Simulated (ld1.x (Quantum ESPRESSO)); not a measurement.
Varying the TM potential for Fe

Base potential:

ld1.x (Quantum ESPRESSO) 7.5 input, shortened:

```
&input
   title='Fe', zed=26., rel=1, dft='PZ', iswitch=3,
   config='[Ar] 3d6 4s1.5 4p0'
 /
 &inputp
   pseudotype=2, tm=.true., lloc=0,
   nlcc=.true., new_core_ps=.true.
 /
3
3P  2  1   6.00   0.00  1.15  1.15  0.0
3D  3  2   6.00   0.00  1.30  1.30  0.0
3S  1  0   2.00   0.00  1.20  1.20  0.0
 &test
   configts(1)='3s2 3p6 3d6 4s1.5 4p0'
 /
```

Occupied shells without a wave of their own: 4s. They enter only through the test configuration that unscreens the potential, and ld1.x also counts them in the model core charge.

All-electron outer shells of the reference configuration (LDA (PZ), scalar-relativistic, ld1.x):

```json
{"shell": "2p", "level (eV)": "-702.06", "outermost node (bohr)": "–", "outermost maximum (bohr)": "0.18"}
{"shell": "3s", "level (eV)": "-97.62", "outermost node (bohr)": "0.33", "outermost maximum (bohr)": "0.70"}
{"shell": "3p", "level (eV)": "-64.04", "outermost node (bohr)": "0.30", "outermost maximum (bohr)": "0.72"}
{"shell": "3d", "level (eV)": "-11.83", "outermost node (bohr)": "–", "outermost maximum (bohr)": "0.71"}
{"shell": "4s", "level (eV)": "-8.94", "outermost node (bohr)": "1.00", "outermost maximum (bohr)": "2.32"}
{"shell": "4p", "level (eV)": "-4.34", "outermost node (bohr)": "1.10", "outermost maximum (bohr)": "3.02"}
```

Cutoffs, loose and tight: the cutoffs (Ry, on a coarse ladder) from which the occupation-weighted sum of valence levels, in a spherical-Bessel basis at the reference potential, stays within 10 and 1 mRy of its value at 400 Ry. They do not see the model core or the augmentation charge, which bear on the density cutoff. Test errors are all-electron minus pseudo excitation energies from the reference, over the configurations 3s2 3p6 3d6 4s2 4p0; 3s2 3p6 3d6 4s1 4p0; 3s2 3p6 3d6 4s0 4p0; 3s2 3p6 3d6.5 4s1.5 4p0; 3s2 3p6 3d7 4s0 4p0; 3s2 3p6 3d5 4s2 4p0; 3s2 3p6 3d5 4s2 4p1 (two spin-polarised tests are not counted in the largest error). A dash means not determined; rows that change the core or the reference have their own tests.

With those shells counted twice in exchange and correlation these files are broken, and their errors move erratically; no question is asked of them.

A true bound ghost makes a file unfit for plane-wave use even where its test errors are small: the radial tests pick states by their node count and pass the ghost by. Where a test does run into it, the solver fails or the error is huge.

The default core radius of the base comes out at 0.39 bohr.

```csv
change,outcome,"cutoff, loose","cutoff, tight",bound ghosts,largest test error (meV)
base,"generated, misses its reference levels by 0.65 eV",140 Ry,200 Ry,none,-1827
core correction Bessel-smoothed model core inside 0.90 bohr,"generated, misses its reference levels by 0.65 eV",140 Ry,200 Ry,none,-1825
"core [Ar], valence charge 8; reference 3d6 4s2 4p0; waves now 4s (bound): rc 2.65 bohr; 3d (bound): rc 1.20 bohr; 4p (bound): rc 2.80 bohr; local potential the p channel; core correction none",generated,140 Ry,230 Ry,s,-1899 over the solved tests; 3 of 9 tests not solved or not reliable
wave 3d (bound): rc 1.30 bohr becomes 3d (bound): rc 0.92 bohr,"generated, misses its reference levels by 0.65 eV",230 Ry,300 Ry,none,-1825
reference 3s2 3p6 3d6 4s2 4p0,"generated, misses its reference levels by 0.57 eV",140 Ry,200 Ry,none,-3947
wave 3s (bound): rc 1.20 bohr becomes 3s (bound): rc 0.84 bohr,generated,200 Ry,over 300 Ry,none,-571
local potential all-electron potential smoothed inside 1.20 bohr (lloc = -1),generated,140 Ry,200 Ry,none,-424
```
